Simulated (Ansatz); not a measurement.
Results of the Gaussian-basis code of Ansatz.

C₂H₆Cl₂Si (`[SiH3]CC(Cl)Cl`) at its PBE0-D4/def2-TZVP geometry, where that method's forces vanish. The species carries charge 0 and has multiplicity 1.

| atom | x (Å) | y (Å) | z (Å) |
| --- | --- | --- | --- |
| Si1 | -0.328 | -1.289 | 0.771 |
| C2 | -0.571 | 0.248 | -0.305 |
| C3 | 0.660 | 1.100 | -0.448 |
| Cl4 | 0.340 | 2.554 | -1.428 |
| Cl5 | 2.006 | 0.177 | -1.158 |
| H6 | 0.368 | -2.373 | 0.038 |
| H7 | 0.456 | -0.922 | 1.981 |
| H8 | -1.671 | -1.768 | 1.192 |
| H9 | -0.925 | -0.053 | -1.295 |
| H10 | -1.358 | 0.862 | 0.144 |
| H11 | 1.024 | 1.465 | 0.509 |

Problem. For each bond, give half the difference of the two atoms' forces along it (eV/Å; positive pushes the atoms apart) under PBE-D4, r2SCAN-D4, B3LYP-D4, ωB97M-V in def2-TZVPP. (Best estimate.)

Solution. The calculation gave: 
```tsv
bond	length (Å)	PBE-D4	r2SCAN-D4	B3LYP-D4	ωB97M-V
Si1–C2	1.892	0.00	0.02	0.10	0.03
Si1–H6	1.482	0.07	-0.03	-0.08	-0.11
Si1–H7	1.487	0.07	-0.03	-0.07	-0.09
Si1–H8	1.486	0.07	-0.03	-0.09	-0.11
C2–C3	1.505	-0.04	0.01	0.07	0.17
C2–H9	1.093	0.11	-0.03	-0.08	-0.06
C2–H10	1.095	0.11	-0.02	-0.09	-0.08
C3–Cl4	1.782	0.27	0.24	0.30	0.05
C3–Cl5	1.780	0.26	0.23	0.32	0.08
C3–H11	1.088	0.10	-0.11	-0.22	-0.17
```

B3LYP here is the variant with VWN-RPA as its local correlation; programs differ in this.
